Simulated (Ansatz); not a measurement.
Start from `[F][Hf]([F])([F])[Cl]` and change one element to get `[F][Ti]([F])([F])[Cl]`.

Ansatz, PBE0-D4/def2-TZVP geometries, multiplicity 1. 

Elements past krypton have def2 core potentials. Scalar relativity is left out up to krypton.

| property | `[F][Hf]([F])([F])[Cl]` |
| --- | --- |
| LUMO energy (ωB97M-V/def2-TZVPP) / eV | 0.43 |
| size of the dipole moment (B3LYP/def2-TZVPP) / D | 0.02 |
| HOMO energy (PBE0/def2-TZVPP) / eV | -10.03 |
| ideal-gas entropy at 298 K and 1 bar (rigid rotor, harmonic PBE0-D4/def2-TZVP) / J/(mol·K) | 352 |
| HOMO–LUMO gap (PBE0/def2-TZVPP) / eV | 8.95 |
| LUMO energy (PBE0/def2-TZVPP) / eV | -1.08 |

Q: What does the change do to each property? (Best estimate.)

A: Ansatz gave: 
```json
{"property": "LUMO energy (ωB97M-V/def2-TZVPP) / eV", "`[F][Ti]([F])([F])[Cl]`": "-1.03", "shift": "-1.46"}
{"property": "size of the dipole moment (B3LYP/def2-TZVPP) / D", "`[F][Ti]([F])([F])[Cl]`": "0.24", "shift": "0.22"}
{"property": "HOMO energy (PBE0/def2-TZVPP) / eV", "`[F][Ti]([F])([F])[Cl]`": "-10.23", "shift": "-0.20"}
{"property": "ideal-gas entropy at 298 K and 1 bar (rigid rotor, harmonic PBE0-D4/def2-TZVP) / J/(mol·K)", "`[F][Ti]([F])([F])[Cl]`": "330", "shift": "-22"}
{"property": "HOMO–LUMO gap (PBE0/def2-TZVPP) / eV", "`[F][Ti]([F])([F])[Cl]`": "6.89", "shift": "-2.06"}
{"property": "LUMO energy (PBE0/def2-TZVPP) / eV", "`[F][Ti]([F])([F])[Cl]`": "-3.34", "shift": "-2.26"}
```

With PBE0 the HOMO falls by 0.20 eV and the LUMO falls by 2.26 eV, so the gap narrows by about 2.06 eV. PBE moves the HOMO by -0.19 eV and ωB97M-V by -0.18 eV.

B3LYP here is the variant with VWN-RPA as its local correlation; programs differ in this.
